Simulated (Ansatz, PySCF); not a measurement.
This Ansatz (a program for electronic structure) input computes a CCSD(T)/cc-pVDZ energy:

Ansatz 0.2 input:
```yaml
crystal:
  periodic: [false, false, false]
  atoms:
    - {symbol: B, position_ang: [-0.00000000, -0.00000000, -0.00000000]}
    - {symbol: H, position_ang: [-0.78294691, -0.83263902, -0.47144604]}
    - {symbol: H, position_ang: [0.17161806, -0.23031944, 1.20252034]}
    - {symbol: H, position_ang: [-0.47175219, 1.13430514, -0.13912829]}
    - {symbol: H, position_ang: [1.08308104, -0.07134667, -0.59194601]}
basis:
  gaussian:
    orbitals: cc-pVDZ
total_charge: -1
magnetization: {spin_polarized: false}
correlation: {method: ccsd_t, electrons: outside_noble_gas}
```

Task: Write an input for the same energy in PySCF and say what it gives.

Result: 
```python
from pyscf import gto, scf, mp, cc as ccmod

mol = gto.M(
    atom='''
    B    -0.00000000   -0.00000000   -0.00000000
    H    -0.78294691   -0.83263902   -0.47144604
    H     0.17161806   -0.23031944    1.20252034
    H    -0.47175219    1.13430514   -0.13912829
    H     1.08308104   -0.07134667   -0.59194601
    ''',
    basis='cc-pvdz',
    charge=-1,
    spin=0,
    verbose=4,
)

mf = scf.RHF(mol)
mf.conv_tol = 1e-10
mf.max_cycle = 100
mf.kernel()
mp2 = mp.MP2(mf, frozen=1).run()
cc = ccmod.CCSD(mf, frozen=1)
cc.max_cycle = 100
cc.kernel()
et = cc.ccsd_t()
print(f'E(CCSD(T)) = {cc.e_tot + et:.9f}')
```
It gives -27.13867 Eh, and Ansatz -27.13867 Eh, a difference of 0.00 mEh.
